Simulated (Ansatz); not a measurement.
C2H4Ge, SMILES `C#[C][GeH3]`, relaxed with RKS PBE0-D4/def2-TZVP in Ansatz from a PBE-D4/def2-SVP geometry. The force threshold is 0.005 eV/Å; the program also tests the step.

The species carries charge 0 and has multiplicity 1.

Start:

```xyz
7

C     0.805    1.414   -1.209
C     0.317    0.557   -0.477
Ge   -0.440   -0.773    0.661
H     1.235    2.169   -1.854
H    -1.771   -0.238    1.240
H    -0.699   -2.054   -0.168
H     0.554   -1.075    1.808
```

Question: By how much does the energy fall, and how many steps does the optimiser take? (An estimate is asked.)

Answer: Computed: 0.04 eV, in 3 steps.

Question: Which bonds change most? (Estimate.)

Answer: Computed: C1–C2 from 1.228 to 1.205 Å; C1–H4 from 1.082 to 1.066 Å; Ge3–H5 from 1.547 to 1.533 Å; Ge3–H6 from 1.547 to 1.533 Å.

Question: Give the relaxed structure. (Best estimate.)

Answer: Ansatz gave: 
```xyz
7

C     0.796    1.398   -1.195
C     0.317    0.557   -0.477
Ge   -0.437   -0.767    0.656
H     1.219    2.141   -1.831
H    -1.755   -0.232    1.227
H    -0.691   -2.033   -0.170
H     0.552   -1.063    1.790
```
